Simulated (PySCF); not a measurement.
Compound: C₆H₁₀FO (doublet state).
Atom-mapped SMILES: `[CH3:1][CH:2][C@@H:3]1[CH2:4][O:5][C@H:6]1[CH2:7][F:8]` (hydrogens: H9, H10, H11 on C1; H12 on C2; H13 on C3; H14, H15 on C4; H16 on C6; H17, H18 on C7)

Structure used (GFN2-xTB), in Å, numbered top down from 1:
```xyz
18
C6H10FO angstrom
C     -2.3696   -0.9324   -0.3198
C     -1.3720    0.1349   -0.5336
C     -0.1914    0.3030    0.3059
C      0.2763    1.7456    0.6236
O      1.5622    1.5196    0.0433
C      1.2127    0.2061   -0.3816
C      2.1681   -0.8445    0.1641
F      1.7985   -2.0915   -0.2704
H     -2.0609   -1.6065    0.4752
H     -3.3466   -0.5122   -0.0566
H     -2.5226   -1.5133   -1.2330
H     -1.4967    0.7927   -1.3780
H     -0.2429   -0.3322    1.1911
H      0.3460    2.0023    1.6831
H     -0.2733    2.5242    0.0880
H      1.1614    0.1297   -1.4744
H      3.1844   -0.6563   -0.1970
H      2.1576   -0.8631    1.2584
```

The hyperfine couplings belong to this conformer and change with its torsions.

Computed with UKS B3LYP, pcH-1 on C F H O, non-relativistic, mean-field spin-orbit, GIAO in PySCF. The structure is a single GFN2-xTB conformer in the gas phase; no vibrational or solvent corrections. GFN2-xTB frequencies show an imaginary mode (31i cm⁻¹), so this geometry is no minimum at that level. A GFN2-xTB geometry isn't a minimum of the functional, and hyperfine couplings can be far from their values at a DFT geometry. The SCF solution wasn't tested for stability.

Task: Where do the isotropic ENDOR lines of F8, H9/H10/H11, H12, H17, H13, H16, H15 and H14 fall at 3349.1 mT, to first order?

Result: For S = 1/2 in fast tumbling each set of equivalent nuclei gives two lines, ν± = |νn ± a/2| to first order, with νn = g_N μN B/h and μN/h = 7.62259 MHz/T.

```tsv
nuclei	isotope	g_N	νn (MHz)	a_iso (MHz)	lower line (MHz)	upper line (MHz)
F8	19F	5.2577	134.22	0.64	133.90	134.54
H9/H10/H11	1H	5.5857	142.60	78.72	103.24	181.96
H12	1H	5.5857	142.60	-59.96	112.62	172.58
H17	1H	5.5857	142.60	7.99	138.60	146.59
H13	1H	5.5857	142.60	7.63	138.78	146.41
H16	1H	5.5857	142.60	-5.52	139.84	145.36
H15	1H	5.5857	142.60	-4.17	140.51	144.68
H14	1H	5.5857	142.60	2.71	141.24	143.95
```

Task: Which pairs are centred on the nuclear Larmor frequency, and which on half the coupling?

Result: Centred on νn, since |a| < 2νn: F8, H9/H10/H11, H12, H17, H13, H16, H15 and H14. No pair has |a| > 2νn.

Class means assume fast exchange of nuclei equivalent by connectivity; if that motion is slow, each nucleus keeps its own coupling. The three 1H nuclei of mean +78.7 MHz run from 5.2 to 131.4 MHz in the frozen geometry.

Largest spin populations (Mulliken): C2 (+1.01), C3 (-0.10), C1 (-0.09) and C6 (+0.07). C2 is the only atom above +0.15. The positive populations add up to 1.23 and the negative ones to -0.23, together 2S = 1. The angles at C2 add up to 359.9°, so it is planar; its axial dipolar tensor and the negative coupling of its proton fit spin in a p orbital normal to that plane.
